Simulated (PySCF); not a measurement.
Below is a simulated gas-phase P 2p photoelectron spectrum of `O=Cc1pcpc(Br)p1`.

Every computed line was given a Gaussian of 0.5 eV full width at half maximum and an area set by the number of equivalent atoms (split 2:1 within a doublet); the highest printed point is 100. Computed, not measured: PySCF, delta-SCF UKS SCAN, pcX-2 on the ionised atom, pcseg-1 elsewhere, spin-free X2C.

```csv
binding energy (eV),intensity
135.9,0
136.0,1
136.1,3
136.2,8
136.3,20
136.4,40
136.5,65
136.6,89
136.7,100
136.8,92
136.9,70
137.0,44
137.1,26
137.2,19
137.3,23
137.4,34
137.5,45
137.6,50
137.7,46
137.8,34
137.9,21
138.0,10
138.1,4
138.2,1
138.3,0
138.4,0
```

How many maxima does the curve show, and how many computed lines lie under it?

The curve has 2 maxima (at 136.7 and 137.6 eV). Under it lie 6 lines from 3 inequivalent phosphorus sites, each drawn as a 2p3/2, 2p1/2 pair. At this width some lines have no maximum of their own.

Decompose the envelope and assign each component. Numbering: `[O:1]=[CH:2][c:3]1[p:4][cH:5][p:6][c:7]([Br:8])[p:9]1`.

| position (eV) | relative area | line | atoms | environment |
| --- | --- | --- | --- | --- |
| 136.60 | 0.67 | P 2p3/2 | P4 | phosphorus bonded to 2 C |
| 136.74 | 0.67 | P 2p3/2 | P6 | phosphorus bonded to 2 C |
| 136.77 | 0.67 | P 2p3/2 | P9 | phosphorus bonded to 2 C |
| 137.50 | 0.33 | P 2p1/2 | P4 | phosphorus bonded to 2 C |
| 137.64 | 0.33 | P 2p1/2 | P6 | phosphorus bonded to 2 C |
| 137.66 | 0.33 | P 2p1/2 | P9 | phosphorus bonded to 2 C |

The 3 P 2p3/2 values lie within 0.17 eV of each other.

No satellites, vibrations or lifetime broadening are included. 2p3/2 and 2p1/2 are the ΔSCF energy of one spin-free 2p hole plus the eigenvalues of a spin–orbit and ligand-field matrix of the shell. 2p1/2 minus 2p3/2 (ligand field included): P 0.90 eV. One conformer (not necessarily the lowest) at the PBE0-D3(BJ)/def2-SVP geometry, without solvent, vibrations or thermal averaging.

Conformer computed: `[O:1]=[CH:2][c:3]1[p:4][cH:5][p:6][c:7]([Br:8])[p:9]1`: O1–C2–C3–P4 -1°.
